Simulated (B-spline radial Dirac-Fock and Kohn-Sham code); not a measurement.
## Dipole and non-dipole photoemission parameters of Pd 4p3/2

System: neutral palladium, configuration [Kr] 4d10; threshold 54.07 eV (orbital energy of the model). Level of theory: Dirac-Hartree-Slater photoionisation with a Latter tail; cross sections with all multipoles, angular parameters from the dipole term and its interference with E2; a radial finite-basis atomic code.

| hν (eV) | σ (kb) | β | γ | δ |
| --- | --- | --- | --- | --- |
| 105 | 341 | -0.093 | 0.456 | -0.074 |
| 200 | 246 | 0.690 | 0.034 | 0.033 |
| 207 | 242 | 0.748 | 0.054 | 0.032 |
| 328 | 171 | 1.286 | 0.202 | 0.013 |
| 382 | 146 | 1.396 | 0.193 | 0.008 |
| 435 | ? | ? | ? | ? |
| 451 | 119 | 1.489 | 0.161 | 0.004 |
| 518 | 99.5 | 1.548 | 0.123 | 0.002 |
| 521 | 98.7 | 1.550 | 0.122 | 0.002 |
| 600 | 80.7 | 1.599 | 0.080 | 0.001 |
| 792 | 52.4 | 1.663 | 0.007 | 0.000 |
| 800 | 51.5 | 1.664 | 0.005 | 0.000 |
| 1000 | 35.3 | 1.691 | -0.025 | 0.001 |
| 1180 | 26.2 | 1.700 | -0.026 | 0.001 |
| 1253.6 | 23.4 | 1.702 | -0.021 | 0.001 |
| 1550 | 15.6 | 1.698 | 0.018 | 0.003 |
| 1640 | 13.9 | 1.695 | 0.035 | 0.003 |
| 2000 | 9.26 | 1.678 | 0.112 | 0.005 |
| 2420 | 6.15 | 1.654 | 0.212 | 0.007 |
| 2520 | 5.63 | 1.648 | 0.237 | 0.008 |
| 2540 | 5.53 | 1.647 | 0.242 | 0.008 |
| 2984.4 | 3.84 | 1.619 | 0.352 | 0.011 |
| 4540 | 1.39 | 1.522 | 0.703 | 0.024 |
| 5010 | 1.08 | 1.494 | 0.795 | 0.029 |
| 5840 | 0.727 | 1.448 | 0.945 | 0.038 |
| 6000 | 0.677 | 1.439 | 0.972 | 0.040 |
| 6870 | 0.470 | 1.394 | 1.109 | 0.050 |
| 9690 | 0.179 | 1.265 | 1.457 | 0.084 |
| 14000 | 0.0604 | 1.107 | 1.818 | 0.139 |
| 15000 | 0.0489 | 1.075 | 1.882 | 0.152 |

**Question.** Give the values at 435 eV.

**Answer.** σ = 125 kb, β = 1.471, γ = 0.170, δ = 0.005.

Values without a named source are computed, but for edge energies of neutral atoms, which are taken from tables.
